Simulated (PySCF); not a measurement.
Input for PySCF: R-M06-2X/6-31G* on AlH4NO2 (SMILES [NH2][Al]([OH])[OH]), a point of a torsion scan.

```python
from pyscf import gto, scf, dft, mp
from pyscf.data.elements import chemcore

mol = gto.M(
    atom='''
    N     1.50305276   -0.02815034    0.22163299
    Al   -0.16461256    0.42976190   -0.22416073
    O    -1.49150009   -0.38432392    0.32622593
    O    -0.30516559    1.73667631   -1.21726816
    H     2.23332636    0.66348694    0.27348278
    H     1.68713470   -0.75664715    0.89464740
    H    -1.97249844   -1.05480307    0.78500765
    H    -0.77235554    2.34807938   -1.76610985
    ''',
    basis='6-31g*',
    cart=True,
    charge=0, spin=0, verbose=3, max_memory=1800)
mf = dft.RKS(mol, xc='m062x')
mf.conv_tol = 1e-8
mf.max_cycle = 100
mf.kernel()
if not mf.converged:
    mf = mf.newton().run(mf.mo_coeff, mf.mo_occ)
```

Output:

```
converged SCF energy = -450.032687669248
```

The calculation finished and met its thresholds.

Cost: about 10 core-seconds (a rough figure).
